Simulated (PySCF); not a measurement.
Isomers of CH9OPSi2, mass 123.993 u with the commonest isotopes. Method used: PBE0-D3(BJ)/def2-SVP geometry optimisation, gas phase in PySCF 2.14.0. One conformer each, none proved a minimum here; rigid rotors.

Question: Order these by rotational constant A, largest first.
A. `[CH3:1][O:2][SiH2:3][PH:4][SiH3:5]` with C1–O2–Si3–P4 -178°, O2–Si3–P4–Si5 -173°
B. `[SiH3:1][CH2:2][O:3][SiH2:4][PH2:5]` with Si1–C2–O3–Si4 94°, C2–O3–Si4–P5 167°, O3–Si4–P5–H -178° and -84°
C. `[SiH3:1][O:2][CH2:3][SiH2:4][PH2:5]` with Si1–O2–C3–Si4 -170°, O2–C3–Si4–P5 55°, C3–Si4–P5–H -169° and -75°
D. `[CH3:1][Si@H:2]([PH2:3])[O:4][SiH3:5]` with C1–Si2–P3–H 164° and 70°, C1–Si2–O4–Si5 79°

Answer: B (7461 MHz), A (7052 MHz), C (4277 MHz), D (2914 MHz).

Question: Order these by out-of-plane moment Σ m c² = (Ia + Ib − Ic)/2, largest first.
A. `[SiH3:1][CH2:2][O:3][SiH2:4][PH2:5]` with Si1–C2–O3–Si4 94°, C2–O3–Si4–P5 167°, O3–Si4–P5–H -178° and -84°
B. `[SiH3:1][O:2][CH2:3][SiH2:4][PH2:5]` with Si1–O2–C3–Si4 -170°, O2–C3–Si4–P5 55°, C3–Si4–P5–H -169° and -75°
C. `[CH3:1][O:2][SiH2:3][PH:4][SiH3:5]` with C1–O2–Si3–P4 -178°, O2–Si3–P4–Si5 -173°

Answer: A (32.92 u·Å²), B (14.54 u·Å²), C (9.91 u·Å²).

Question: Order these by rotational constant C, smallest first.
A. `[SiH3:1][CH2:2][O:3][SiH2:4][PH2:5]` with Si1–C2–O3–Si4 94°, C2–O3–Si4–P5 167°, O3–Si4–P5–H -178° and -84°
B. `[CH3:1][Si@H:2]([PH2:3])[O:4][SiH3:5]` with C1–Si2–P3–H 164° and 70°, C1–Si2–O4–Si5 79°
C. `[SiH3:1][O:2][CH2:3][SiH2:4][PH2:5]` with Si1–O2–C3–Si4 -170°, O2–C3–Si4–P5 55°, C3–Si4–P5–H -169° and -75°

Answer: A (819.7 MHz), C (896.6 MHz), B (1133 MHz).

```json
{"SMILES": "[SiH3]CO[SiH2]P", "point group": "C1", "Ia (u·Å²)": "67.74", "Ib (u·Å²)": "614.67", "Ic (u·Å²)": "616.57", "κ": "-1.00", "μa (D)": "0.31", "μb (D)": "0.20", "μc (D)": "1.67"}
{"SMILES": "C[Si@H](P)O[SiH3]", "point group": "C1", "Ia (u·Å²)": "173.42", "Ib (u·Å²)": "337.80", "Ic (u·Å²)": "445.96", "κ": "-0.59", "μa (D)": "0.49", "μb (D)": "0.82", "μc (D)": "0.03"}
{"SMILES": "[SiH3]OC[SiH2]P", "point group": "C1", "Ia (u·Å²)": "118.16", "Ib (u·Å²)": "474.57", "Ic (u·Å²)": "563.64", "κ": "-0.90", "μa (D)": "0.59", "μb (D)": "0.93", "μc (D)": "0.05"}
{"SMILES": "CO[SiH2]P[SiH3]", "point group": "–", "Ia (u·Å²)": "71.66", "Ib (u·Å²)": "522.02", "Ic (u·Å²)": "573.88", "κ": "-0.97", "μa (D)": "0.76", "μb (D)": "1.28", "μc (D)": "0.74"}
```
